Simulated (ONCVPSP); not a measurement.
## Pseudopotential generation for silver: ONCV, LDA (Perdew-Wang 92), fully relativistic.

The input file (ONCVPSP 4.0.1):

```
# ATOM AND REFERENCE CONFIGURATION
# atsym  z   nc   nv     iexc    psfile
  Ag 47.00    6    4  -001012      upf
#
#   n    l    f
    1    0    2.00
    2    0    2.00
    2    1    6.00
    3    0    2.00
    3    1    6.00
    3    2   10.00
    4    0    2.00
    4    1    6.00
    4    2    9.00
    5    0    2.00
#
# PSEUDOPOTENTIAL AND OPTIMIZATION
# lmax
    2
#
#   l,   rc,      ep,       ncon, nbas, qcut
    0    1.35    0.00    5    9   10.10
    1    0.95    0.00    4    7    8.30
    2    1.80    0.00    3    8    9.10
#
# LOCAL POTENTIAL
# lloc, lpopt,  rc(5),   dvloc0
    4    1    0.95    4.00
#
# VANDERBILT-KLEINMAN-BYLANDER PROJECTORs
# l, nproj, debl
    0    2    0.70
    1    1    2.70
    2    3    1.10
#
# MODEL CORE CHARGE
# icmod, fcfact, rcfact
    3    2.00    1.30
#
# LOG DERIVATIVE ANALYSIS
# epsh1, epsh2, depsh
   -5.00    5.00    0.04
#
# OUTPUT GRID
# rlmax, drl
    6.00    0.01
#
# TEST CONFIGURATIONS
# ncnf
    4
# nvcnf
#   n    l    f
    4
    4    0    2.00
    4    1    6.00
    4    2   10.00
    5    0    1.00
#
    4
    4    0    2.00
    4    1    6.00
    4    2   10.00
    5    0    0.00
#
    4
    4    0    2.00
    4    1    6.00
    4    2    9.00
    5    0    0.00
#
    4
    4    0    2.00
    4    1    5.00
    4    2   10.00
    5    0    1.00
#
```

Command:

```bash
oncvpspr.x < Ag.dat > Ag.out
```

Output (shortened: citation, most of the input echo, consistency checks and plot data are left out):

```
ONCVPSP  (Optimized Norm-Conservinng Vanderbilt PSeudopotential)
relativistic version 4.0.1

#   n    l    f        energy (Ha)
    1    0    2.00    -9.2932974D+02
    2    0    2.00    -1.3697107D+02
    2    1    6.00    -1.2094034D+02    -1.2737350D+02
    3    0    2.00    -2.5225790D+01
    3    1    6.00    -2.0268235D+01    -2.1403816D+01
    3    2   10.00    -1.3247188D+01    -1.3476149D+01
    4    0    2.00    -3.6413306D+00
    4    1    6.00    -2.2391975D+00    -2.4307844D+00
    4    2    9.00    -3.9076226D-01    -4.1286784D-01
    5    0    2.00    -2.1440785D-01

Reference configufation results
  iterations    25
  all-electron total energy (Ha)   -5.31219208D+03

Begin loop to  construct optimized pseudo wave functions
and semi-local pseudopoentials for all angular momenta

Calculating optimized projector #   1

 for l=   0

    Fraction of norm inside rc  0.913660
    Optimizing pswf for qcut=  10.11 a_B^-1,  ecut=  51.10 Ha
    Residual kinetic energy error=  7.60D-06 Ha

    Energy error per electron        Cutoff
         Ha          eV             Ha
         0.01000     0.27211       31.77
         0.00100     0.02721       39.11
         0.00010     0.00272       44.97
         0.00001     0.00027       50.82

Calculating optimized projector #   2

 for l=   0

    Fraction of norm inside rc  0.040889
    Optimizing pswf for qcut=  10.11 a_B^-1,  ecut=  51.10 Ha
    Residual kinetic energy error=  1.87D-06 Ha

    Energy error per electron        Cutoff
         Ha          eV             Ha
         0.01000     0.27211       24.70
         0.00100     0.02721       34.07
         0.00010     0.00272       41.42
         0.00001     0.00027       47.13

Calculating optimized projector #   1

 for l=   1

    Fraction of norm inside rc  0.474659
    Optimizing pswf for qcut=   8.32 a_B^-1,  ecut=  34.58 Ha
    Residual kinetic energy error=  8.98D-03 Ha

    Energy error per electron        Cutoff
         Ha          eV             Ha
         0.01000     0.27211       33.81
         0.00100     0.02721      116.94
         0.00010     0.00272      154.15
         0.00001     0.00027      176.11

Calculating optimized projector #   1

 for l=   1

    Fraction of norm inside rc  0.511575
    Optimizing pswf for qcut=   8.32 a_B^-1,  ecut=  34.58 Ha
    Residual kinetic energy error=  1.11D-02 Ha

    Energy error per electron        Cutoff
         Ha          eV             Ha
         0.01000     0.27211       35.38
         0.00100     0.02721      128.28
         0.00010     0.00272      160.25
         0.00001     0.00027      188.59

   Wellstate for l =  2  n =  5 kap= -3
     eigenvalue =   0.7092
     asymptotic potential =   1.2092
     half-point radius =  3.6846

   Wellstate for l =  2  n =  6 kap= -3
     eigenvalue =   1.8092
     asymptotic potential =   2.3092
     half-point radius =  3.9873

Calculating optimized projector #   1

 for l=   2

    Fraction of norm inside rc  0.800450
    Optimizing pswf for qcut=   9.09 a_B^-1,  ecut=  41.35 Ha
    Residual kinetic energy error=  6.67D-08 Ha

    Energy error per electron        Cutoff
         Ha          eV             Ha
         0.01000     0.27211       21.91
         0.00100     0.02721       27.26
         0.00010     0.00272       31.76
         0.00001     0.00027       35.23

Calculating optimized projector #   2

 for l=   2

    Fraction of norm inside rc  0.120301
    Optimizing pswf for qcut=   9.09 a_B^-1,  ecut=  41.35 Ha
    Residual kinetic energy error=  6.77D-08 Ha

    Energy error per electron        Cutoff
         Ha          eV             Ha
         0.01000     0.27211       19.86
         0.00100     0.02721       25.97
         0.00010     0.00272       31.05
         0.00001     0.00027       34.98

Calculating optimized projector #   3

 for l=   2

    Fraction of norm inside rc  0.102444
    Optimizing pswf for qcut=   9.09 a_B^-1,  ecut=  41.35 Ha
    Residual kinetic energy error=  2.18D-07 Ha

    Energy error per electron        Cutoff
         Ha          eV             Ha
         0.01000     0.27211       21.01
         0.00100     0.02721       27.23
         0.00010     0.00272       32.26
         0.00001     0.00027       36.43

   Wellstate for l =  2  n =  5 kap=  2
     eigenvalue =   0.6871

   Wellstate for l =  2  n =  6 kap=  2
     eigenvalue =   1.8030

Calculating optimized projector #   1

 for l=   2

    Fraction of norm inside rc  0.810749
    Optimizing pswf for qcut=   9.09 a_B^-1,  ecut=  41.35 Ha
    Residual kinetic energy error=  7.46D-08 Ha

    Energy error per electron        Cutoff
         Ha          eV             Ha
         0.01000     0.27211       22.11
         0.00100     0.02721       27.47
         0.00010     0.00272       31.94
         0.00001     0.00027       35.39

Calculating optimized projector #   2

 for l=   2

    Fraction of norm inside rc  0.117924
    Optimizing pswf for qcut=   9.09 a_B^-1,  ecut=  41.35 Ha
    Residual kinetic energy error=  7.51D-08 Ha

    Energy error per electron        Cutoff
         Ha          eV             Ha
         0.01000     0.27211       20.03
         0.00100     0.02721       26.13
         0.00010     0.00272       31.20
         0.00001     0.00027       35.12

Calculating optimized projector #   3

 for l=   2

    Fraction of norm inside rc  0.103418
    Optimizing pswf for qcut=   9.09 a_B^-1,  ecut=  41.35 Ha
    Residual kinetic energy error=  2.43D-07 Ha

    Energy error per electron        Cutoff
         Ha          eV             Ha
         0.01000     0.27211       21.27
         0.00100     0.02721       27.44
         0.00010     0.00272       32.41
         0.00001     0.00027       36.55

Construct Vanderbilt / Kleinmman-Bylander projectors

B matrix Hermiticity error, ll=  0  kap= -1
   1   2    4.5089D-04

  Orthonormal projector coefficients  1.7303E+01  1.3036E+00

B matrix Hermiticity error, ll=  2  kap= -3
   1   2    1.3118D-04
   1   3   -2.2861D-04
   2   3    6.5681D-05

  Orthonormal projector coefficients  1.8624E+00 -8.9651E-01 -4.6025E-01

B matrix Hermiticity error, ll=  2  kap=  2
   1   2    1.3395D-04
   1   3   -2.3304D-04
   2   3    6.5572D-05

  Orthonormal projector coefficients  1.8068E+00 -8.5577E-01 -4.8457E-01

 Orthonormal scalar projector coefficients, l =  1
  6.3719E+00  7.1029E-03

 Orthonormal spin-orbit projector coefficients, l =  1
  3.4746E-01 -2.6052E-01

 Orthonormal scalar projector coefficients, l =  2
  1.8395E+00 -8.7916E-01 -4.7016E-01 -1.9596E-04  1.0755E-05 -3.5719E-06

 Orthonormal spin-orbit projector coefficients, l =  2
 -4.1477E-02  4.1282E-02  1.4949E-02  1.3817E-03 -2.4634E-04 -1.9468E-04

Model core correction analysis
  based on d2Exc/dn_idn_j

d2excae - all-electron derivatives

   -2.470631D-02   -2.239417D-02   -1.490209D-02   -1.568809D-03
   -2.239422D-02   -2.104782D-02   -1.517757D-02   -1.959263D-03
   -1.490216D-02   -1.517760D-02   -1.422431D-02   -5.699636D-03
   -1.568812D-03   -1.959242D-03   -5.699074D-03   -2.124354D-02

d2excps - pseudofunction derivatives with no core correction

   -3.946843D-02   -3.495617D-02   -2.214851D-02   -2.616212D-03
   -3.495647D-02   -3.207275D-02   -2.222691D-02   -2.993445D-03
   -2.214886D-02   -2.222708D-02   -2.026659D-02   -7.359755D-03
   -2.616272D-03   -2.993422D-03   -7.358783D-03   -2.474331D-02

rms 2nd derivative error    7.575036E-03

rmatch, rhocmatch    0.6115   25.6283

Teter function model core charge with specified parameters

d2excps - pseudofunction derivatives with core correction

   -3.598615D-02   -3.229091D-02   -2.107163D-02   -2.340679D-03
   -3.229107D-02   -3.000472D-02   -2.139627D-02   -2.784081D-03
   -2.107185D-02   -2.139638D-02   -1.991010D-02   -7.278969D-03
   -2.340703D-03   -2.784044D-03   -7.277996D-03   -2.472059D-02

rms 2nd derivative error    6.168393E-03

Pseudoatom total energy -146.126358

Diagnostic tests using Vanderbilt-Kleinman-Bylander pseudopotentials
  relativistic with J = L +/- 1/2 projectors

   l  kap   rcore       rmatch      e in        delta e    norm test   slope test

   0  -1   1.3548907   1.3960281  -3.6413306   0.0000057   1.0002217   1.0002193
   0  -1   1.3548907   1.3960281  -0.2144078   0.0000087   1.0000709   1.0000559

   1  -2   0.9519703   0.9808742  -2.2391975  -0.0000949   0.9999973   1.0001347
   1   1   0.9519703   0.9808742  -2.4307844   0.0000234   1.0000042   0.9999974

   2  -3   1.8055409   1.8603611  -0.3907623  -0.0000125   1.0001112   1.0001195
   2   2   1.8055409   1.8603611  -0.4128678  -0.0000078   1.0001195   1.0001052
   2  -3   1.8055409   1.8603611   0.7092377  -0.0000031   1.0002562   1.0002562
   2   2   1.8055409   1.8603611   0.7030297  -0.0000010   1.0002568   1.0002568
   2  -3   1.8055409   1.8603611   1.8092377   0.0000196   1.0002580   1.0002580
   2   2   1.8055409   1.8603611   1.8036819   0.0000244   1.0002562   1.0002562

Diagnostic tests using Vanderbilt-Kleinman-Bylander pseudopotentials
  relativistic with scalar and spin-orbit non-local projectors

   l  kap   rcore       rmatch      e in        delta e    norm test   slope test

   0  -1   1.3548907   1.3960281  -3.6413306   0.0000057   1.0002217   1.0002193
   0  -1   1.3548907   1.3960281  -0.2144078   0.0000087   1.0000709   1.0000559

   1  -2   0.9519703   0.9808742  -2.2391975  -0.0000949   0.9999973   1.0001347
   1   1   0.9519703   0.9808742  -2.4307844   0.0000234   1.0000042   0.9999974

   2  -3   1.8055409   1.8603611  -0.3907623   0.0000652   1.0000883   1.0002038
   2   2   1.8055409   1.8603611  -0.4128678   0.0000708   1.0000962   1.0001842
   2  -3   1.8055409   1.8603611   0.7092377   0.0000711   1.0002834   1.0002834
   2   2   1.8055409   1.8603611   0.7030297   0.0000703   1.0002849   1.0002849
   2  -3   1.8055409   1.8603611   1.8092377   0.0000396   1.0002742   1.0002742
   2   2   1.8055409   1.8603611   1.8036819   0.0000423   1.0002714   1.0002714

Ghost test for J = L + 1/2

 Testing for bound ghosts
   n   l    E NL Schr. Eq   E Basis Diag.   E Cutoff

   1   0       -3.641325       -3.641323    190.84
   2   0       -0.214399       -0.084801    190.84

   2   1       -2.239292       -2.235160    169.52

   3   2       -0.390775       -0.390261    136.14

 Testing for highly-localized positive-energy ghosts
       l    <radius>/rc     E Basis Diag.   E Cutoff

Ghost test for J = L - 1/2

 Testing for bound ghosts
   n   l    E NL Schr. Eq   E Basis Diag.   E Cutoff

   1   0       -3.641325       -3.641323    190.84
   2   0       -0.214399       -0.084801    190.84

   2   1       -2.430761       -2.427811    169.52

   3   2       -0.412876       -0.412443    136.14

 Testing for highly-localized positive-energy ghosts
       l    <radius>/rc     E Basis Diag.   E Cutoff

Test configuration 0

   n   l kap    f        eae           eps        diff
   1   0  -1  2.0000 -929.32973922
   2   0  -1  2.0000 -136.97107109
   2   1  -2  4.0000 -120.94034187
   2   1   1  2.0000 -127.37350200
   3   0  -1  2.0000  -25.22579030
   3   1  -2  4.0000  -20.26823455
   3   1   1  2.0000  -21.40381590
   3   2  -3  6.0000  -13.24718823
   3   2   2  4.0000  -13.47614861
   4   0  -1  2.0000   -3.64133055   -3.64132484    5.71E-06
   4   1  -2  4.0000   -2.23919746   -2.23929237   -9.49E-05
   4   1   1  2.0000   -2.43078439   -2.43076098    2.34E-05
   4   2  -3  5.4000   -0.39076226   -0.39077478   -1.25E-05
   4   2   2  3.6000   -0.41286784   -0.41287561   -7.78E-06
   5   0  -1  2.0000   -0.21440785   -0.21439916    8.69E-06

    Total energies and differences
      AE_ref= -5.31219208E+03  AE_tst= -5.31219208E+03  dif=  0.00E+00
      PS_ref= -1.46126358E+02  PS_tst= -1.46126358E+02  dif=  5.68E-14
      PSP excitation error= -5.68E-14

Test configuration 1

   n   l kap    f        eae           eps        diff
   1   0  -1  2.0000 -929.17433351
   2   0  -1  2.0000 -136.80676958
   2   1  -2  4.0000 -120.77659567
   2   1   1  2.0000 -127.20998826
   3   0  -1  2.0000  -25.06434601
   3   1  -2  4.0000  -20.10680569
   3   1   1  2.0000  -21.24229714
   3   2  -3  6.0000  -13.08492019
   3   2   2  4.0000  -13.31383738
   4   0  -1  2.0000   -3.49197553   -3.49252016   -5.45E-04
   4   1  -2  4.0000   -2.09610502   -2.09644024   -3.35E-04
   4   1   1  2.0000   -2.28571070   -2.28605577   -3.45E-04
   4   2  -3  6.0000   -0.27349971   -0.27367674   -1.77E-04
   4   2   2  4.0000   -0.29413747   -0.29435584   -2.18E-04
   5   0  -1  1.0000   -0.17323715   -0.17312287    1.14E-04

    Total energies and differences
      AE_ref= -5.31219208E+03  AE_tst= -5.31233799E+03  dif= -1.46E-01
      PS_ref= -1.46126358E+02  PS_tst= -1.46272471E+02  dif= -1.46E-01
      PSP excitation error=  1.96E-04

Test configuration 2

   n   l kap    f        eae           eps        diff
   1   0  -1  2.0000 -929.47793916
   2   0  -1  2.0000 -137.10597382
   2   1  -2  4.0000 -121.07603485
   2   1   1  2.0000 -127.50953632
   3   0  -1  2.0000  -25.36505212
   3   1  -2  4.0000  -20.40751266
   3   1   1  2.0000  -21.54296085
   3   2  -3  6.0000  -13.38521277
   3   2   2  4.0000  -13.61410858
   4   0  -1  2.0000   -3.79649445   -3.79729900   -8.05E-04
   4   1  -2  4.0000   -2.40182856   -2.40228968   -4.61E-04
   4   1   1  2.0000   -2.59105924   -2.59158615   -5.27E-04
   4   2  -3  6.0000   -0.57672500   -0.57697446   -2.49E-04
   4   2   2  4.0000   -0.59772954   -0.59803766   -3.08E-04
   5   0  -1  0.0000   -0.42699065   -0.42699065    0.00E+00

    Total energies and differences
      AE_ref= -5.31219208E+03  AE_tst= -5.31204042E+03  dif=  1.52E-01
      PS_ref= -1.46126358E+02  PS_tst= -1.45975061E+02  dif=  1.51E-01
      PSP excitation error=  3.57E-04

Test configuration 3

   n   l kap    f        eae           eps        diff
   1   0  -1  2.0000 -930.01344087
   2   0  -1  2.0000 -137.64571147
   2   1  -2  4.0000 -121.61546932
   2   1   1  2.0000 -128.04885880
   3   0  -1  2.0000  -25.90237710
   3   1  -2  4.0000  -20.94480371
   3   1   1  2.0000  -22.08035117
   3   2  -3  6.0000  -13.92305654
   3   2   2  4.0000  -14.15199117
   4   0  -1  2.0000   -4.32126313   -4.32189995   -6.37E-04
   4   1  -2  4.0000   -2.91984076   -2.92031433   -4.74E-04
   4   1   1  2.0000   -3.11121138   -3.11167620   -4.65E-04
   4   2  -3  5.4000   -1.06199111   -1.06220881   -2.18E-04
   4   2   2  3.6000   -1.08487498   -1.08511567   -2.41E-04
   5   0  -1  0.0000   -0.77630146   -0.77630146    0.00E+00

    Total energies and differences
      AE_ref= -5.31219208E+03  AE_tst= -5.31121773E+03  dif=  9.74E-01
      PS_ref= -1.46126358E+02  PS_tst= -1.45152080E+02  dif=  9.74E-01
      PSP excitation error=  6.49E-05

Test configuration 4

   n   l kap    f        eae           eps        diff
   1   0  -1  2.0000 -929.79364739
   2   0  -1  2.0000 -137.38152772
   2   1  -2  4.0000 -121.35562052
   2   1   1  2.0000 -127.79046350
   3   0  -1  2.0000  -25.63221251
   3   1  -2  4.0000  -20.67471139
   3   1   1  2.0000  -21.81066692
   3   2  -3  6.0000  -13.65106794
   3   2   2  4.0000  -13.88008748
   4   0  -1  2.0000   -4.01265630   -4.01633284   -3.68E-03
   4   1  -2  3.3333   -2.60475101   -2.60724561   -2.49E-03
   4   1   1  1.6667   -2.79826821   -2.80105797   -2.79E-03
   4   2  -3  6.0000   -0.73775300   -0.73790436   -1.51E-04
   4   2   2  4.0000   -0.76090930   -0.76105407   -1.45E-04
   5   0  -1  1.0000   -0.48725449   -0.48731784   -6.34E-05

    Total energies and differences
      AE_ref= -5.31219208E+03  AE_tst= -5.30993166E+03  dif=  2.26E+00
      PS_ref= -1.46126358E+02  PS_tst= -1.43864683E+02  dif=  2.26E+00
      PSP excitation error= -1.25E-03
```

The run took about 5.2 s on one core of a shared server CPU.
